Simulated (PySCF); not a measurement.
Computed IR spectrum (relative IR intensity) of a molecule CH₆ClFSi₂. Geometry optimised at PBE-D3(BJ)/def2-SVP. The values are those of a single conformer. Computed with PBE-D3(BJ)/def2-SVP (PySCF 2.14.0). Frequencies are harmonic and unscaled.

Lines under 2 % of the strongest are left out, and lines within 2 cm⁻¹ are merged.

ν (cm⁻¹): 234 (vw), 334 (w), 511 (w), 562 (w), 651 (w), 710 (w), 744 (m), 803 (vs), 805 (w), 879 (vs), 907 (s), 912 (m), 917 (m), 986 (w), 1042 (m), 1321 (vw), 2166 (m), 2180 (m), 2191 (m), 2209 (s) (against the strongest line: vs over 80 %, s over 45 %, m over 15 %, w over 4 %, vw less)

Problem. Which structure fits?
A) F[SiH2]C[SiH2]Cl
B) F[Si@H](Cl)C[SiH3]
C) F[C@@H]([SiH3])[SiH2]Cl
D) C[Si@H](F)[SiH2]Cl

Solution. B, F[Si@H](Cl)C[SiH3]
